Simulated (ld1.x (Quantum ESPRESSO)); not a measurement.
**LDA (PZ) TM semilocal dataset for rhodium (Rh), scalar-relativistic all-electron reference.**

rhodium, norm-conserving Troullier–Martins (semilocal form), made with ld1.x (Quantum ESPRESSO) 7.5 (LDA (PZ), scalar-relativistic). Core [Kr], reference 4d8 5s0 5p1. Waves: 5s (bound, empty): rc 2.50 bohr; 4d (bound): rc 1.35 bohr; 5p (bound): rc 3.50 bohr. Local part: the p channel. Core correction: none.

All-electron outer shells of the reference configuration (LDA (PZ), scalar-relativistic, ld1.x):

```
shell  level (eV)  outermost node (bohr)  outermost maximum (bohr)
   4s      -84.26                   0.47                      0.88
   4p      -52.25                   0.47                      0.94
   4d       -7.81                   0.46                      1.15
   5s       -5.76                   1.19                      2.57
   5p       -1.88                   1.35                      3.60
```

Q: Does the generator finish with these settings?

A: Yes, a potential is produced and its reference levels are reproduced.

Q: Estimate the cutoffs (Ry, on a coarse ladder) from which the occupation-weighted sum of valence levels, in a spherical-Bessel basis at the reference potential, stays within 10 and 1 mRy of its value at 400 Ry.

A: 70 Ry and 80 Ry.

Q: Which valence shell sets the plane-wave cutoff?

A: 4d: its level needs 70 Ry to come within 1 mRy, against 6 Ry for 5p.

Q: Tests: 4d8 5s1 5p0; 4d8 5s0 5p0; 4d7 5s0 5p0; 4d9 5s0 5p0; 4d8 5s0.5 5p0; 4d8.5 5s0.5 5p0; 4d7 5s1 5p1. Which has the largest error in its energy relative to the reference configuration, and how large is it?

A: 4d7 5s1 5p1, with -60 meV (all-electron minus pseudo) on +2.88 eV.
